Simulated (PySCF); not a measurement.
Excitation energy of Mg by level of theory

Mg [Ne] 3s2 (1S) → Mg [Ne] 3p2 (3P), as a difference of total energies. Computed with PySCF 2.14 in dyall-av3z, with no relativity, point nucleus. Correlated levels: valence: [Ne] frozen; virtual orbitals above 40 to 60 times the deepest correlated orbital energy dropped. The calculations carry no spin-orbit coupling.

| method | excitation energy (eV) | error (eV) |
| --- | --- | --- |
| UHF | 6.269 | -0.904 |
| MP2 (valence) | 6.787 | -0.386 |
| SCS-MP2 (valence) | 7.010 | -0.163 |
| CCSD (valence) | 6.962 | -0.211 |

Reference: 7.173 eV (measured; NIST levels, between the centres of gravity of the two terms).

Errors of the correlated levels include the incompleteness of this basis and the frozen core.

With two correlated electrons CCSD is exact in that space.
